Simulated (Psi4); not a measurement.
Cl2Ni (SMILES [Cl][Ni][Cl]), triplet, at a GFN2-xTB geometry (such geometries of metal compounds can be far from the true shape); B3LYP/aug-cc-pVDZ (Psi4).

Here is a job for Psi4.
```
memory 2 GB

molecule mol {
0 3
Ni    0.000000    0.000000    0.000000
Cl    0.000000    0.000000    1.934826
Cl   -0.000000   -0.000000   -1.934826
}

set {
  basis aug-cc-pvdz
  reference uks
}

energy('b3lyp')
print_variables()
```

What does Psi4 print? Leave out banner, timings and long lists.


```
   => Loading Basis Set <=

    Name: AUG-CC-PVDZ
    Role: ORBITAL
    Keyword: BASIS

         ---------------------------------------------------------
                                   SCF
               by Justin Turney, Rob Parrish, Andy Simmonett
                          and Daniel G. A. Smith
                              UKS Reference
         ---------------------------------------------------------

  ==> Geometry <==

    Molecular point group: d2h
    Full point group: D_inf_h

    Geometry (in Angstrom), charge = 0, multiplicity = 3:

       Center              X                  Y                   Z               Mass
    ------------   -----------------  -----------------  -----------------  -----------------
         NI           0.000000000000     0.000000000000     0.000000000000    57.935342410000
         CL           0.000000000000     0.000000000000     1.934826000000    34.968852682000
         CL           0.000000000000     0.000000000000    -1.934826000000    34.968852682000

  Running in d2h symmetry.

  Rotational constants: A = ************  B =      0.06439  C =      0.06439 [cm^-1]
  Rotational constants: A = ************  B =   1930.28747  C =   1930.28747 [MHz]
  Nuclear repulsion =  299.894053263526018

  Charge       = 0
  Multiplicity = 3
  Electrons    = 62
  Nalpha       = 32
  Nbeta        = 30

  ==> Algorithm <==

  SCF Algorithm Type is DF.
  DIIS enabled.
  MOM disabled.
  Fractional occupation disabled.
  Guess Type is SAD.
  Energy threshold   = 1.00e-06
  Density threshold  = 1.00e-06
  Integral threshold = 1.00e-12

  ==> Primary Basis <==

  Basis Set: AUG-CC-PVDZ
    Blend: AUG-CC-PVDZ
    Number of shells: 41
    Number of basis functions: 113
    Number of Cartesian functions: 127
    Spherical Harmonics?: true
    Max angular momentum: 3

  ==> DFT Potential <==

   => LibXC <=

    Version 7.1.2
    S. Lehtola, C. Steigemann, M. J. T. Oliveira, and M. A. L. Marques,  SoftwareX 7, 1–5 (2018) (10.1016/j.softx.2017.11.002)

   => Composite Functional: B3LYP <=

    B3LYP Hyb-GGA Exchange-Correlation Functional

    P. J. Stephens, F. J. Devlin, C. F. Chabalowski, and M. J. Frisch,  J. Phys. Chem. 98, 11623 (1994) (10.1021/j100096a001)

    Deriv               =              1
    GGA                 =           TRUE
    Meta                =          FALSE

    Exchange Hybrid     =           TRUE
    MP2 Hybrid          =          FALSE

   => Exchange Functionals <=

    0.0800   Slater exchange
[...]
   @S^2 Observed:                2.008285838E+00
   @S   Expected:                1.000000000E+00
   @S   Observed:                1.000000000E+00

    Orbital Energies [Eh]
    ---------------------

    Alpha Occupied:

[...]
    Alpha Virtual:

[...]
    Beta Occupied:

[...]
    Beta Virtual:

[...]
    Final Occupation by Irrep:
             Ag   B1g   B2g   B3g    Au   B1u   B2u   B3u
    DOCC [    10,    1,    2,    2,    0,    7,    4,    4 ]
    SOCC [     0,    0,    1,    1,    0,    0,    0,    0 ]
    NA   [    10,    1,    3,    3,    0,    7,    4,    4 ]
    NB   [    10,    1,    2,    2,    0,    7,    4,    4 ]

  @DF-UKS Final Energy: -2428.92855743244309

   => Energetics <=

    Nuclear Repulsion Energy =            299.8940532635260183
    One-Electron Energy =               -3963.3080396969535286
    Two-Electron Energy =                1330.9537786474329550
    DFT Exchange-Correlation Energy =     -96.4683496464485017
    Empirical Dispersion Energy =           0.0000000000000000
    VV10 Nonlocal Energy =                  0.0000000000000000
    Total Energy =                      -2428.9285574324430854

  UHF NO Occupations:
  HONO-2 :    2B3g 1.9989762
  HONO-1 :    3B2g 1.0000000
  HONO-0 :    3B3g 1.0000000
  LUNO+0 :    4B3g 0.0010238
  LUNO+1 :    4B2g 0.0010238
  LUNO+2 :   11 Ag 0.0006343
  LUNO+3 :    5B2u 0.0003318

Computation Completed

Properties will be evaluated at   0.000000,   0.000000,   0.000000 [a0]

Properties computed using the SCF density matrix

 Multipole Moments:

 ------------------------------------------------------------------------------------
     Multipole            Electronic (a.u.)      Nuclear  (a.u.)        Total (a.u.)
 ------------------------------------------------------------------------------------

 L = 1.  Multiply by 2.5417464519 to convert [e a0] to [Debye]
 Dipole X            :          0.0000000            0.0000000            0.0000000
 Dipole Y            :          0.0000000            0.0000000            0.0000000
 Dipole Z            :          0.0000000            0.0000000            0.0000000
 Magnitude           :                                                    0.0000000

 ------------------------------------------------------------------------------------

  Variable Map:
  ----------------------------------------------------------------------------
[...]
  Array Variable Map:
  ----------------------------------------------------------------------------
[...]
[...]
```
